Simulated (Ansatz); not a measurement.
Geometry optimisation, Ansatz 0.2.0, RKS PBE/def2-SVP.

Input:

```yaml
crystal:
  periodic: [false, false, false]
  atoms:
    - { symbol: Ti, position_ang: [0.0, 0.0, 0.0] }
    - { symbol: Cl, position_ang: [0.0, 0.0, 2.72] }
    - { symbol: "N", position_ang: [1.9426, 0.0, -0.686] }
    - { symbol: H, position_ang: [2.4408, -0.918, -0.8667] }
    - { symbol: H, position_ang: [2.4438, 0.918, -0.8582] }
    - { symbol: "N", position_ang: [-0.9703, 1.681, -0.686] }
    - { symbol: H, position_ang: [-1.9904, 1.6258, -0.9687] }
    - { symbol: H, position_ang: [-0.4498, 2.6017, -0.7565] }
    - { symbol: "N", position_ang: [-0.9703, -1.681, -0.686] }
    - { symbol: H, position_ang: [-1.5052, -2.2973, -0.0095] }
    - { symbol: H, position_ang: [-0.9349, -1.9302, -1.7156] }
    - { symbol: S, position_ang: [-2.5623, 0.0, 0.8514] }
    - { symbol: H, position_ang: [-3.3179, -0.8728, 0.0594] }
    - { symbol: H, position_ang: [-1.5267, 0.0, 2.1635] }
basis:
  gaussian: { orbitals: def2-SVP }
hamiltonian:
  xc: pbe
relax:
  f_tol: 0.15
  max_steps: 25
  restrain:
    - { distance: [0, 11], at: 2.4, k: 30.0 }
    - { distance: [13, 1], at: 1.37, k: 30.0 }
    - { distance: [0, 1], at: 3.57, k: 30.0 }
    - { distance: [13, 11], at: 2.6, k: 30.0 }
output:
  orbitals: {}
```

Launched with:

```bash
$ ansatz run input.yaml --threads 4 --pin off --max-ram 5120MiB --backend cpu --events-out ev --progress --plain --runs-dir out
```

Problem. Where does it end, and by what steps?

Solution. The forces met the threshold. The restraints hold the end off the free minimum; the threshold counts their pulls, which the force column leaves out. Restrained pairs: Ti1–S12 (2.70 → 2.40 Å), Cl2–H14 (1.62 → 1.35 Å), Ti1–Cl2 (2.72 → 3.58 Å), S12–H14 (1.67 → 2.59 Å). After 24 steps the energy has fallen by 2.939 eV (the restraints' own energy left out); Cl2 moved furthest, 2.15 Å.

```tsv
step	energy less start (eV)	largest force component (eV/Å)	accepted
0	0.0000	1.943	yes
1	-0.2754	1.902	yes
2	-0.3358	1.834	yes
3	-0.8201	1.595	yes
4	-1.3084	0.889	yes
5	-1.5809	0.694	yes
6	-1.8177	0.748	yes
7	-2.0257	0.838	yes
8	-2.1885	0.879	yes
9	-2.3319	0.804	yes
10	-2.4353	0.752	yes
11	-2.5140	0.836	yes
12	-2.5733	0.841	yes
13	-2.6353	0.732	yes
14	-2.6612	0.715	yes
15	-2.6841	0.828	yes
16	-2.7200	0.661	yes
17	-2.7479	0.679	yes
18	-2.7822	0.624	yes
19	-2.8179	0.587	yes
20	-2.8558	0.554	yes
21	-2.8888	0.514	yes
22	-2.9158	0.504	yes
23	-2.9339	0.386	yes
24	-2.9386	0.381	yes
```

```xyz
14
Properties=species:S:1:pos:R:3
Ti -0.602 0.259 -0.366
Cl 0.317 -2.059 2.199
N 1.146 0.570 0.231
H 1.801 -0.121 0.612
H 1.504 1.523 0.371
N -0.930 1.388 -1.828
H -1.857 1.719 -2.118
H -0.200 1.898 -2.339
N -0.943 -1.508 -0.884
H -0.685 -2.280 -0.254
H -1.301 -1.868 -1.775
S -2.125 0.812 1.407
H -2.975 -0.172 0.995
H -0.549 -1.032 2.311
```

The run took 2.1 min on 4 threads of Intel(R) Xeon(R) Processor @ 2.50GHz (Skylake/Cascade Lake), on a shared host, peak memory 0.27 GiB.
